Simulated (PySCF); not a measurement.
# Electronic structure of Al(2+) (aluminium, charge +2) at the LDA level

Configuration: [Ne] 3s1, 2S determinant. All numbers are calculated (PySCF 2.14, the spin-free X2C one-electron Hamiltonian (Gaussian nucleus), in Sapporo-DZP-2012 (5s4p2d, 27 functions)).

| Quantity | Value |
| --- | --- |
| Total energy | -240.7693 hartree |
| One-electron energy | -327.7562 hartree |
| Hartree (Coulomb) energy | 104.0275 hartree |
| Exchange-correlation energy | -17.0406 hartree |
| ⟨S²⟩ | 0.7500 |
| ⟨L²⟩ | 0.000 |
| Sum of ⟨r⟩ | 7.300 bohr |
| Sum of ⟨r²⟩ | 9.257 bohr² |
| Langevin diamagnetic susceptibility | -7.33 ×10⁻⁶ cm³/mol |
| Time after the integrals | 0.06 s of wall time on 1 thread of Neoverse-V2 (shared host) |

| shell | electrons | mean orbital energy (eV) | rms radius, mean of both spins (bohr) |
| --- | --- | --- | --- |
| 1s α | 1 | -1524.6 | 0.140 |
| 1s β | 1 | -1524.5 | 0.140 |
| 2s α | 1 | -127.95 | 0.688 |
| 2s β | 1 | -127.74 | 0.688 |
| 2p α | 3 | -90.219 | 0.675 |
| 2p β | 3 | -89.994 | 0.675 |
| 3s α | 1 | -24.574 | 2.35 |

Densities and radii are taken from the X2C orbitals without a picture-change correction, which distorts them close to the nucleus.
